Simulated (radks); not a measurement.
Ho12+, configuration [Kr] 4d10 4f7 5s2 (the NIST ground configuration).

All-electron calculation, Dirac Kohn-Sham, PBE, spin-unpolarised, spherical densities, finite nucleus; open shells fill j = l - 1/2 first; Fermi nuclear charge, rms radius 5.2022 fm. Program: a radial shooting solver on a logarithmic mesh with Libxc functionals.

Energy parts (eV):
part                      energy
total                 -342415.68
kinetic                376818.19
electron-nucleus      -832649.04
Hartree                120578.67
exchange-correlation    -7163.49

Orbitals (lengths in bohr, moments of r in powers of bohr):
| orbital | occ. | eigenvalue (eV) | <r> |
|---|---|---|---|
| 1s1/2 | 2 | -55662.75 | 0.02074 |
| 2s1/2 | 2 | -9503.773 | 0.08754 |
| 2p1/2 | 2 | -9057.903 | 0.07290 |
| 2p3/2 | 4 | -8200.942 | 0.08007 |
| 3s1/2 | 2 | -2307.862 | 0.2294 |
| 3p1/2 | 2 | -2112.568 | 0.2191 |
| 3p3/2 | 4 | -1933.516 | 0.2326 |
| 3d3/2 | 4 | -1598.325 | 0.2053 |
| 3d5/2 | 6 | -1559.213 | 0.2095 |
| 4s1/2 | 2 | -641.3915 | 0.5143 |
| 4p1/2 | 2 | -563.3831 | 0.5225 |
| 4p3/2 | 4 | -522.1413 | 0.5515 |
| 4d3/2 | 4 | -393.0077 | 0.5733 |
| 4d5/2 | 6 | -385.2997 | 0.5828 |
| 5s1/2 | 2 | -245.3580 | 1.091 |
| 4f5/2 | 6 | -227.0058 | 0.6420 |
| 4f7/2 | 1 | -225.6374 | 0.6469 |

The highest occupied level is 4f7/2 at -225.64 eV. The density falls to 0.001 e/bohr^3 at r = 2.15 bohr. The electron density at the nucleus is 8.058e+05 e/bohr^3. For comparison, the ionisation energy in NIST's Atomic Spectra Database is 263 eV (theoretical). In exact Kohn-Sham theory the highest level is minus the ionisation energy, but local and semilocal functionals leave it too shallow, through self-interaction and a potential that decays too fast; potentials with the right tail come closer. Summed over all electrons, <r^2> = 13.62 bohr^2, which gives a Langevin (diamagnetic) susceptibility term of -10.8 x 10^-6 cm^3/mol.

Beside tabulated values, note that spin-unpolarised runs miss the spin-polarisation part of the exchange energy of open shells.
